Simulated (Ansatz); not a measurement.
**Two-coordinate energy map**

CH$_{3}$AgS (SMILES C[S][Ag]), singlet, PBE0-D4/def2-TZVP minimum:

C1  (-0.385, 0.383, -0.294)
S2  (0.015, -1.361, 0.012)
Ag3  (1.893, -1.289, 1.363)
H4  (-1.273, 0.386, -0.930)
H5  (0.415, 0.900, -0.823)
H6  (-0.623, 0.917, 0.626)
(Å)

Rows set the bond length S2–Ag3 (Å; 2.314 at the minimum), columns the bond length C1–H5 (Å; 1.090), set in this order; the parts move rigidly, in a bend the first-named atom's side turns in the plane, and in a torsion the whole end group turns. CCSD(T) energies count from the value at that structure, in eV. Program: Ansatz 0.2.0. Basis: def2-TZVPP. Cores are frozen in the correlated methods. Filled d shells of the heavier atoms are correlated. Core potentials replace the inner electrons of the atoms past krypton.

| S2–Ag3 \ C1–H5 | 0.893 | 1.007 | 1.172 | 1.366 | 1.580 |
| --- | --- | --- | --- | --- | --- |
| 1.990 | 1.811 | 0.984 | 0.953 | 1.627 | ? |
| 2.158 | 1.113 | 0.285 | 0.253 | 0.924 | 1.864 |
| 2.404 | 0.993 | 0.164 | ? | 0.799 | 1.735 |
| 2.691 | 1.373 | 0.544 | 0.509 | 1.176 | ? |
| 3.008 | 1.919 | 1.089 | 1.054 | ? | 2.655 |

Task: Fill in the withheld cells. (Judge from chemistry; the value comes from the calculation.)

Result: The calculation gives: (1.990, 1.580): 2.570; (2.404, 1.172): 0.130; (2.691, 1.580): 2.110; (3.008, 1.366): 1.721 eV. These count from the CCSD(T) energy at the PBE0-D4 minimum.

The same grid for a cheaper method: HF − CCSD(T), both counted from the minimum, in eV:
```csv
S2–Ag3 \ C1–H5,0.893,1.007,1.172,1.366,1.580
1.990,0.442,0.463,0.514,0.604,0.742
2.158,0.153,0.174,0.224,0.313,0.449
2.404,-0.128,-0.107,-0.057,0.030,0.164
2.691,-0.283,-0.262,-0.213,-0.128,0.002
3.008,-0.303,-0.282,-0.234,-0.152,-0.028
```

No T1 diagnostic of these runs exceeds 0.032. The T1 diagnostic is large here, which may signal multireference character or strong orbital relaxation, so CCSD(T) is less sure. The restricted Hartree–Fock reference is unstable towards an unrestricted one here.

For scale, one of the runs: CCSD(T)/def2-TZVPP, 171 basis functions (an equivalent command: `ansatz run in.yaml --threads 4`). Hardware: 4 CPU threads, shared host. Wall time 46 s; peak host memory 1.7 GiB.
